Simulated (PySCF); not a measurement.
# Static response to an electric field

Compound: ClH7O3Si4.
Structure used (GFN2-xTB), in Å, numbered top down from 1:
```
atom  x, y, z in Å
Si1   -2.902   -0.219   -0.929
O2    -1.440   -0.681   -0.378
Si3   -0.303   -0.503    0.731
Cl4   -0.915   -1.133    2.502
O5     1.005   -1.323    0.254
Si6    2.490   -0.630    0.032
Si7    1.752    1.512    0.549
O8     0.193    1.035    0.835
H9    -3.880   -0.534    0.111
H10   -3.032   -1.037   -2.129
H11   -2.855    1.217   -1.201
H12    3.329   -1.356    0.989
H13    2.813   -0.981   -1.353
H14    2.144    2.128    1.819
H15    1.597    2.513   -0.509
```

Level: CAM-B3LYP/def2-SVPD (PySCF), static field, nuclei fixed, core orbitals frozen in the response. The polarisability tensor in these axes (au):

```
x   119.79   0.87  -0.41
y     0.87 111.51  -1.21
z    -0.41  -1.21 109.86
```

**Question.** Diagonalise the tensor; give its mean and Δα, where Δα² is half the sum of the squared differences of the eigenvalues.

**Answer.** Principal values 109.22, 112.03 and 119.91 au; mean 113.72 au = 16.85 Å³ = 18.75 × 10⁻⁴⁰ C²·m²/J; Δα = 9.60 au (8 % of the mean).

**Question.** What is the dipole moment, and where does it point?

**Answer.** (1.22, 1.28, -1.09) D, 2.08 D in size, pointing from the negative to the positive side. Measured along this direction, the outermost atoms are H9 at the negative end and H15 at the positive end.

**Question.** Molar refractivity from α?

**Answer.** Lorentz–Lorenz: R = (4π/3)N_A α = 2.5225 cm³/(mol·Å³) × 16.85 Å³ = 42.5 cm³/mol, in the limit of long wavelengths.

**Question.** Rayleigh depolarisation ratio (linearly polarised light, static tensor)?

**Answer.** ρ = 3Δα²/(45ᾱ² + 4Δα²) = 276.3/(581933 + 368.5) ≈ 0.000475.

**Question.** What would n − 1 = 2πNα be for an ideal gas of these molecules at 500 K and 1 atm, electronic part alone?

**Answer.** N = p/kT = 1.4678 × 10¹⁹ cm⁻³, so n − 1 = 2π × N × 16.85 × 10⁻²⁴ cm³ = 1554 × 10⁻⁶ at long wavelengths.

The structure is a single GFN2-xTB conformer in the gas phase; no vibrational or solvent corrections.

These values come from a run that also computed excited states. Hardware: one thread, Arm Neoverse N1 (aarch64) (shared host). Cost: 2.7 min of wall time (grids of density and orbitals included), 1.2 GiB resident at most.
